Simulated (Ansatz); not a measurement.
Isolated molecules relaxed with PBE0-D4/def2-TZVP in Ansatz; ΔE leaves out vibrations. CCSD(T)/CBS is the MP2 limit (def2-TZVPP, def2-QZVPP) plus CCSD(T) − MP2 in def2-TZVPP, frozen cores. This one scheme is used for every species. For Ge outer-core shells are correlated without core-valence functions, which leaves a few kJ/mol of doubt a bond. Scalar relativity is left out up to krypton. Each species was taken in one conformer, which may not be the lowest.

`O[B](F)[GeH3]` + H–F → `[F][GeH3]` + `OBF`  (cleavage of the Ge–B bond)

| species | CCSD(T)/CBS(def2) energy (Eh) |
| --- | --- |
| `O[B](F)[GeH3]` | -2278.38102 |
| H–F | -100.39570 |
| `[F][GeH3]` | -2177.72589 |
| `OBF` | -201.07426 |

(1) Work out ΔE.

Largest T1 diagnostic among the species: 0.013.

Results:

(1) ΔE = (-2177.72589) + (-201.07426) − (-2278.38102) − (-100.39570) = -0.02343 Eh = -14.7 kcal/mol.

At CCSD(T), def2-SVP lies −5.4 kcal/mol from the extrapolated value and def2-TZVPP −1.2 kcal/mol. The D4 term adds +1.5 kcal/mol with B3LYP and +0.8 kcal/mol with PBE0; it sums over pairs of atoms, weighted by their polarisabilities, and B3LYP, whose exchange is more repulsive, gets the larger term.

B3LYP here is the variant with VWN-RPA as its local correlation; programs differ in this.
